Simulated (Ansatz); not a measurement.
GeF2Me2 (C2H6F2Ge). Total charge 0; triplet. Geometry r2SCAN-D4/def2-SVP, that of the neutral singlet.

Cartesian coordinates in Å:
```
Ge 0.146 -0.461 0.341
F 0.972 -1.923 -0.120
F -0.148 -0.678 2.043
C -1.561 -0.444 -0.551
H -1.426 -0.356 -1.639
H -2.169 0.400 -0.194
H -2.089 -1.383 -0.332
C 1.385 1.000 0.140
H 0.916 1.946 0.447
H 1.710 1.084 -0.908
H 2.264 0.815 0.773
```

At PBE0-D4/def2-TZVP a singlet of charge 0 lies 7.78 eV below the triplet at the same geometry.

(1) Estimate the α-spin orbital energies around the gap (eV) in Ansatz with PBE-D4/def2-TZVP, r2SCAN-D4/def2-TZVP, PBE0-D4/def2-TZVP.

Results:

(1) 
```csv
orbital,PBE-D4/def2-TZVP,r2SCAN-D4/def2-TZVP,PBE0-D4/def2-TZVP
HOMO−5,-10.55,-11.05,-12.35
HOMO−4,-9.91,-10.38,-11.79
HOMO−3,-9.60,-10.09,-11.44
HOMO−2,-9.43,-9.92,-11.36
HOMO−1,-8.93,-9.46,-10.67
HOMO,-1.08,-1.04,-1.61
LUMO,-0.39,-0.23,0.45
LUMO+1,-0.10,0.09,0.72
LUMO+2,0.43,0.66,1.06
LUMO+3,0.70,0.89,1.49
LUMO+4,1.18,1.40,1.89
LUMO+5,1.54,1.85,2.32
β HOMO,-9.21,-9.53,-10.58
β LUMO,-7.94,-7.94,-7.34
```
